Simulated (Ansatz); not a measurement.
Reaction (formal exchange of groups at the Si–Cl bond): `[CH3][AlH][NH][SiH2]Cl` + CH₄ → `[CH3][AlH][NH][SiH2]C` + HCl

Gas-phase electronic energies from Ansatz, PBE0-D4/def2-TZVP geometries. CCSD(T)/CBS is the MP2 limit (def2-TZVPP, def2-QZVPP) plus CCSD(T) − MP2 in def2-TZVPP, frozen cores. This one scheme is used for every species. Each species was taken in one conformer, which may not be the lowest.

`[CH3][AlH][NH][SiH2]Cl`:

Z-matrix (Å, degrees):
```
C
Al 1 1.945
H 1 1.095 2 110.9
H 1 1.095 2 110.7 3 -117.8
H 1 1.093 2 113.1 3 121.2
N 2 1.795 1 119.6 3 -122.0
H 2 1.582 1 124.7 3 57.3
Si 6 1.706 2 128.5 1 -177.3
H 6 1.013 2 116.8 1 -2.1
Cl 8 2.069 6 112.5 2 101.9
H 8 1.479 6 108.5 2 -16.2
H 8 1.482 6 112.0 2 -140.2
```

CH₄:

```xyz
5

C     0.000    0.000    0.000
H     0.021    0.165   -1.077
H    -0.569   -0.903    0.218
H    -0.471    0.853    0.489
H     1.018   -0.114    0.370
```

`[CH3][AlH][NH][SiH2]C`:

```xyz
15

C     2.371    0.155    2.199
Al    1.127   -0.723    0.982
N    -0.278    0.179    0.349
Si   -1.540   -0.353   -0.706
C    -1.573    0.570   -2.330
H     2.128    1.206    2.375
H     2.384   -0.349    3.171
H     3.395    0.109    1.814
H     1.290   -2.224    0.501
H    -0.370    1.138    0.660
H    -1.307   -1.803   -0.949
H    -2.877   -0.194   -0.060
H    -1.729    1.640   -2.170
H    -0.633    0.442   -2.872
H    -2.387    0.206   -2.964
```

HCl:

Cartesian coordinates in Å:
```
Cl -0.565 0.177 0.241
H 0.565 -0.177 -0.241
```

| species | SCS-MP2/def2-QZVPP energy (Eh) |
| --- | --- |
| `[CH3][AlH][NH][SiH2]Cl` | -1087.83568 |
| CH₄ | -40.43589 |
| `[CH3][AlH][NH][SiH2]C` | -667.88850 |
| HCl | -460.33756 |

(1) Work out ΔE.

Largest T1 diagnostic among the species: 0.011.

Answers

(1) ΔE = (-667.88850) + (-460.33756) − (-1087.83568) − (-40.43589) = 0.04551 Eh = +119.5 kJ/mol. CCSD(T)/CBS gives +116.0 kJ/mol.

In def2-TZVPP, CCSD(T) changes the Hartree–Fock value by −13.9 kJ/mol (the triples alone add −0.6 kJ/mol) and MP2 by −8.5 kJ/mol.
